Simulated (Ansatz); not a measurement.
Basis-set series for C₂H₇NSSi, SMILES `C=CN[SiH2]S`. The species carries charge 0 and has multiplicity 1. Geometry: relaxed with PBE0-D4/def2-TZVP. It is one conformer, not always the lowest.

```tsv
functional	basis	functions	energy (Eh)	HOMO (eV)	LUMO (eV)
PBE0-D4	def2-SVP	113	-822.15952	-6.19	0.84
PBE0-D4	def2-TZVPP	275	-822.55396	-6.29	0.36
ωB97M-V	def2-SVP	113	-822.45926	-8.35	2.80
ωB97M-V	def2-TZVPP	275	-822.86074	-8.47	2.06
```

Question: Give the rows for def2-QZVPP. (An estimate is asked.)

Answer: Computed: 
```csv
functional,basis,functions,energy (Eh),HOMO (eV),LUMO (eV)
PBE0-D4,def2-QZVPP,521,-822.58380,-6.32,0.08
ωB97M-V,def2-QZVPP,521,-822.88891,-8.49,1.49
```

Positive LUMOs are unbound and depend on the basis.
